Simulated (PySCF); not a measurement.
YCl2, SMILES [Cl][Y+][Cl], charge +1. Atoms are numbered in the order given.

```xyz
3

Y      0.0000     0.0000     0.6156
Cl     0.0000    -1.9499    -0.7061
Cl     0.0000     1.9499    -0.7061
```
Charge +1, spin multiplicity 1.

Geometry optimised at B3LYP-D3(BJ)/def2-TZVP. The multiplicity is an assumed one; other spin states were not compared. The isomer is the one that the SMILES or the coordinates give; other isomers of the formula were not compared. The def2 effective core potentials stand for the cores of Y; spin–orbit coupling is left out.

Level of theory: TDA-CAM-B3LYP/def2-SVPD (PySCF).

Vertical excitations. The molecule is in vacuum. State labels are in the subgroup C2v.

### Question
Estimate the UV-visible absorptions. (An estimate is asked for; the answer gives what the named calculation found.)

### Answer

```csv
state,symmetry,energy (eV),λ (nm),f,main pairs
S1,B2,4.61,269,0.006,HOMO→LUMO 92 %
S2,B1,4.95,251,0.030,HOMO−1→LUMO 92 %
S3,A2,4.99,248,0.000,HOMO−2→LUMO 93 %
S4,A1,5.09,243,0.002,HOMO−3→LUMO 90 %
S5,A2,5.18,239,0.000,HOMO→LUMO+1 97 %
S6,B2,5.41,229,0.007,HOMO→LUMO+2 74 %
S7,B2,5.44,228,0.003,HOMO−4→LUMO 82 %
S8,B1,5.54,224,0.000,"HOMO→LUMO+3 63 %, HOMO−3→LUMO+1 29 %"
S9,A1,5.59,222,0.000,HOMO−1→LUMO+1 85 %
S10,B2,5.67,218,0.026,HOMO−2→LUMO+1 84 %
T1,B2,4.58,271,0,HOMO→LUMO 94 %
T2,B1,4.83,257,0,HOMO−1→LUMO 91 %
T3,A2,4.89,254,0,HOMO−2→LUMO 90 %
T4,A1,5.05,246,0,HOMO−3→LUMO 90 %
```
Triplets are in the Tamm–Dancoff approximation.
